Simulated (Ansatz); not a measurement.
Reaction (substitution at a C–S bond): `C[S][Sn][S]C` + `OB(F)Br` → `COB(F)Br` + `C[S][Sn][SH]`

Calculated with Ansatz (gas phase, PBE0-D4/def2-TZVP geometries, no zero-point term in ΔE). CBS: MP2 limit from def2 TZ/QZ plus the TZ coupled-cluster correction, frozen cores. Functionals use def2-TZVPP. B3LYP here is the variant with VWN-RPA as its local correlation; programs differ in this. def2 core potentials past Kr. For Br, Sn outer-core shells are correlated without core-valence functions, which leaves a few kJ/mol of doubt a bond. Scalar relativity is left out up to krypton. Each species was taken in one conformer, which may not be the lowest.

`C[S][Sn][S]C`:

Cartesian coordinates in Å:
```
C -0.117 0.857 1.421
S -1.741 1.194 0.683
Sn -1.493 1.429 -1.726
S 0.452 0.039 -2.172
C 0.551 -1.272 -0.920
H 0.686 1.027 0.706
H -0.071 -0.169 1.786
H 0.002 1.539 2.262
H 0.701 -2.212 -1.450
H 1.397 -1.100 -0.255
H -0.366 -1.333 -0.336
```

`OB(F)Br`:

Cartesian coordinates in Å:
```
O 0.814 0.465 0.566
B 0.017 -0.374 -0.110
F 0.409 -1.613 -0.303
Br -1.694 0.171 -0.817
H 0.455 1.350 0.664
```

`COB(F)Br`:

Z-matrix (Å, degrees):
```
C
O 1 1.414
H 1 1.091 2 111.6
H 1 1.090 2 108.1 3 120.8
H 1 1.091 2 108.6 3 -120.9
B 2 1.330 1 126.9 3 7.7
Br 6 1.931 2 124.2 1 -0.4
F 6 1.318 2 118.6 1 179.7
```

`C[S][Sn][SH]`:

Cartesian coordinates in Å:
```
C 0.810 -0.631 0.902
S -0.527 0.318 1.674
Sn -1.820 1.338 -0.092
S -0.482 0.431 -1.917
H 1.462 0.018 0.317
H 1.388 -1.084 1.707
H 0.411 -1.416 0.261
H -1.242 1.026 -2.852
```

Question: Is it downhill or uphill in electronic energy at CCSD(T)/CBS, and by how much? (An estimate is asked.)

Answer: Ansatz gave: Uphill: ΔE = +17.0 kJ/mol.

Question: What do these levels give: PBE-D4, B3LYP-D4, ωB97X-V, PBE, r2SCAN, PBE0, B3LYP, MP2/def2-TZVPP, CCSD/def2-TZVPP, HF/def2-QZVPP, MP2/def2-QZVPP, HF/CBS(def2)? (An estimate is asked.)

Answer: Ansatz gave: PBE-D4 19.0, B3LYP-D4 13.1, ωB97X-V 10.5, PBE 15.6, r2SCAN 14.6, PBE0 14.0, B3LYP 7.9, MP2/def2-TZVPP 19.9, CCSD/def2-TZVPP 11.3, HF/def2-QZVPP -1.2, MP2/def2-QZVPP 21.3, HF/CBS(def2) -1.2 kJ/mol.

Largest T1 diagnostic among the species: 0.016.

In def2-TZVPP, CCSD(T) changes the Hartree–Fock value by +15.1 kJ/mol (the triples alone add +3.0 kJ/mol) and MP2 by +20.7 kJ/mol. The D4 term adds +5.2 kJ/mol with B3LYP and +3.2 kJ/mol with PBE0; it sums over pairs of atoms, weighted by their polarisabilities, and B3LYP, whose exchange is more repulsive, gets the larger term.
